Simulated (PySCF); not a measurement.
HO3W, doublet, geometry from GFN2-xTB (such geometries of metal compounds can be far from the true shape) (the multiplicity is a formal guess) (core potentials on W). Base run: M062X/def2-SV(P) (PySCF).

Input for PySCF:
```python
from pyscf import gto, scf, dft

mol = gto.Mole()
mol.atom = '''
    W     0.014561   -0.017142    0.012853
    O     1.583558   -0.431956   -0.475748
    O    -0.526984   -0.811941    1.408410
    O    -0.998428    1.175441   -0.881335
    H    -1.542666    1.816169   -1.361747
'''
mol.basis = 'def2-sv(p)'
mol.ecp = {'W': 'def2-sv(p)'}
mol.charge = 0
mol.spin = 1
mol.verbose = 5
mol.build()

mf = dft.UKS(mol)
mf.xc = 'm062x'
mf.kernel()
mf.analyze()
```

Variants of this job, named by their change:

| change | E (Eh) | HOMO (eV) | dipole (D) | <S^2> | core-seconds (rough) | outcome |
|---|---|---|---|---|---|---|
| base | -293.00846 | -9.15 | 4.89 | 0.764 | 10 | converged |
| functional = x3lyp | -293.13840 | -7.43 | 4.86 | 0.756 | 8 | converged |
| functional = tpssh | -293.23052 | -6.95 | 4.83 | 0.758 | 10 | converged |
| functional = pbe0; dispersion = d3zero | -292.98164 | -7.72 | 4.88 | 0.760 | 7 | converged |
| functional = pbe | -293.07168 | -6.28 | 4.69 | 0.756 | 6 | converged |
| functional = b3lyp | -293.25918 | -7.38 | 4.85 | 0.756 | 7 | converged |
| functional = pw6b95 | - | - | - | - | - | not converged |
| functional = lda,vwn | -291.56238 | -6.35 | 4.81 | 0.754 | 4 | converged |
| functional = pw91,pw91 | -293.27270 | -6.35 | 4.70 | 0.756 | 7 | converged |
| functional = pbe0; dispersion = d4 | -292.98367 | -7.72 | 4.88 | 0.760 | 7 | converged |
| functional = revpbe | -293.26069 | -6.24 | 4.66 | 0.757 | 6 | converged |
| functional = b97-1 | -293.15235 | -7.29 | 4.84 | 0.755 | 7 | converged |
| functional = wb97x_v | -293.10258 | -9.96 | 4.94 | 0.755 | 200 | converged |

Absolute energies of different levels of theory aren't comparable as measures of quality.

Open shells are given as the SCF converged; they aren't shown to be the lowest states, and a large step between rows can be another state.
